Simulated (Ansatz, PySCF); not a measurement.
The pair A = H2O (SMILES O) (first 3 atoms), B = ClH3Si (SMILES [SiH3]Cl); geometry from B3LYP-D3(BJ)/def2-TZVP.
(charge 0, multiplicity 1):
```xyz
8

O      0.096    -0.381     0.076
H      0.785    -0.954    -0.277
H      0.566     0.326     0.534
Si    -0.450    -0.941     3.207
Cl     0.933     0.614     3.126
H     -0.712    -1.185     4.640
H      0.152    -2.137     2.593
H     -1.680    -0.518     2.520
```

Correlated levels freeze the cores. MP2 and its Hartree–Fock in aug-cc-pV(T+d)Z are density fitted. Rows in 6-31G* carry no dispersion term and start afresh at each structure (6-31G* with six Cartesian d functions).

Run with Ansatz (Gaussian basis) for Hartree–Fock, density functionals and correlated methods; PySCF for 6-31G* rows. 

Total energies (hartree), monomers frozen at their geometry in the pair:

```tsv
structure	HF/6-31G*	HF/aug-cc-pV(T+d)Z	MP2/aug-cc-pV(T+d)Z
AB	-826.1978191	-826.3241446	-826.9236008
A in the pair's basis	-76.0127052	-76.0602063	-76.3292955
B in the pair's basis	-750.1832114	-750.2629642	-750.5898792
A	-76.0101850	-76.0601218	-76.3289459
B	-750.1830735	-750.2628268	-750.5892909
```

Problem. Work out the interaction energy without and with the counterpoise correction, and the superposition error, for each level.

Solution. 
E(AB) − E(A) − E(B), times 627.509 kcal/mol, with the monomers in their own basis and then in the pair's basis:
- HF/6-31G*: -2.86 uncorrected, -1.19 corrected; the monomers gain 1.67 kcal/mol from borrowed functions
- HF/aug-cc-pV(T+d)Z: -0.75 uncorrected, -0.61 corrected; the monomers gain 0.14 kcal/mol from borrowed functions
- MP2/aug-cc-pV(T+d)Z: -3.37 uncorrected, -2.78 corrected; the monomers gain 0.59 kcal/mol from borrowed functions

Ansatz is an electronic-structure program.
